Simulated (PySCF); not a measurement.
## C₆ coefficients of unlike pairs at PBE

Calculated with PySCF 2.14 from the dipole response of each species, C₆(A,B) = (3/π) ∫ α_A(iu) α_B(iu) du, in atomic units, from isotropic polarisabilities. For ions this is the dispersion term alone; charge-induced terms of lower order in 1/R come first.

| species | configuration | basis | relativity | α (bohr³) | C₆ (like pair) |
| --- | --- | --- | --- | --- | --- |
| Pd²⁺ | [Kr] 4d8 (3F) | x2c-QZVPPall with one added diffuse shell each of s, p, d, f, g type (14s9p8d5f3g) | spin-free X2C | 6.924 | 36.53 |
| Mo | [Kr] 4d5 5s1 (7S) | def2-TZVPPD with the def2 core potential (28 electrons) (6s4p3d2f1g) | core potential | 66.13 | 593.9 |
| Sr | [Kr] 5s2 (1S) | def2-QZVPPD with the def2 core potential (28 electrons) (7s5p4d3f) | core potential | 195.9 | 3155 |
| O²⁺ | [He] 2s2 2p2 (3P) | def2-TZVPPD (6s4p3d1f) | none | 1.734 | 2.310 |

Estimate C₆ for O²⁺ with Pd²⁺.

The integral gives 9.184. The combination rule 2 C_A C_B / (C_A α_B/α_A + C_B α_A/α_B) gives 9.186 and the geometric mean 9.186.

No spin-orbit coupling is included.

The other pairs:

```csv
pair,C₆
"Sr, Mo",1318
"Sr, Pd²⁺",215.8
"Mo, Pd²⁺",118.8
"O²⁺, Mo",29.85
"O²⁺, Sr",54.19
```
